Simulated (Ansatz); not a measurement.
Reaction (formal exchange of groups at the Si–C bond): `FCNC[SiH3]` + `OC[SiH2]Cl` → `OC([SiH3])[SiH2]Cl` + `CNCF`

Program: Ansatz. Geometries: PBE0-D4/def2-TZVP. ΔE: electronic, gas phase. CCSD(T)/CBS adds triple-zeta CCSD(T) − MP2 to the extrapolated MP2 energy (def2 sets, frozen cores). DFT in def2-TZVPP. Each species was taken in one conformer, which may not be the lowest.

```tsv
level	ΔE (kJ/mol)
r2SCAN-D4	-7.9
CAM-B3LYP	-4.1
```

Problem. What does CCSD(T)/CBS give? (An estimate is asked.)

Solution. Ansatz gave: -7.6 kJ/mol. The listed levels differ from it by -0.3, 3.5 kJ/mol.

Largest T1 diagnostic among the species: 0.011.

Leaving LDA and LC-ωPBE aside and taking each functional with its dispersion term where it has one, the values, not all of them listed here, spread over 2.9 kJ/mol, from BLYP-D4 to B2PLYP. The D4 term adds −4.1 kJ/mol with B3LYP and −2.2 kJ/mol with PBE0; it sums over pairs of atoms, weighted by their polarisabilities, and B3LYP, whose exchange is more repulsive, gets the larger term. In def2-TZVPP, CCSD(T) changes the Hartree–Fock value by −6.1 kJ/mol (the triples alone add −1.3 kJ/mol) and MP2 by −7.0 kJ/mol.

B3LYP here is the variant with VWN-RPA as its local correlation; programs differ in this.
